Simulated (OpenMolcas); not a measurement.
Computed levels of 3d² in ions with 20 electrons, in cm-1 above ³F₂.

```
Program             : OpenMolcas 26.06
Method              : XMS-CASPT2, IPEA 0.25 Eh, imaginary shift 0.1 Eh
Basis               : ANO-RCC-VTZP
Scalar Hamiltonian  : DKH2, point nucleus
Spin-orbit coupling : state interaction with AMFI integrals over the reference wave functions, term energies averaged over their components
```

Active space for each ion: 2 electrons in 5 orbitals (3d); closed shells correlated by CASPT2: 3s 3p.

```tsv
Level	Ti2+	V3+	Mn5+	Co7+
³F₃	194	328	756	1380
³F₄	446	749	1709	3080
¹D₂	8710	11240	15900	20240
³P₀	11490	13590	18790	23090
³P₁	11550	13700	19060	23600
³P₂	11690	13950	19670	24830
¹G₄	15030	18900	26550	33180
¹S₀	33060	43750	61680	77680
```

**Question.** Estimate ³F₄, ¹D₂, ³P₀ for Cr4+ from its neighbours V3+ and Mn5+.

**Answer.** ³F₄ is fine structure, which grows about as the fourth power of a screened charge, so the fourth roots are averaged: ((749^0.25 + 1709^0.25) / 2)^4 = 1156. The calculation gives 1156, so the estimate is off by 0 %; the measured value is 1142 (Sugar and Corliss, J. Phys. Chem. Ref. Data 6, 317 (1977)).
¹D₂ is another term, which grows about linearly with the charge: (11240 + 15900) / 2 = 13570. The calculation gives 13440, so the estimate is off by +1.0 %; the measured value is 13188 (Sugar and Corliss, J. Phys. Chem. Ref. Data 6, 317 (1977)).
³P₀ is another term, which grows about linearly with the charge: (13590 + 18790) / 2 = 16190. The calculation gives 16100, so the estimate is off by +0.6 %; the measured value is 15492 (Sugar and Corliss, J. Phys. Chem. Ref. Data 6, 317 (1977)).

CASPT2 does not keep the components of a term degenerate, so their means are used; among the terms shown or strongly mixed into the levels shown the widest spread is 1400 cm-1 (3d² ³F, V3+). Measured partners are found by configuration, term and J. A level has none where our copy of the source lacks it or the pairing is in doubt (some pairs that miss far off the trend of their configuration count as doubtful), and it then counts in no deviation. Levels of configurations outside the active space are missing.
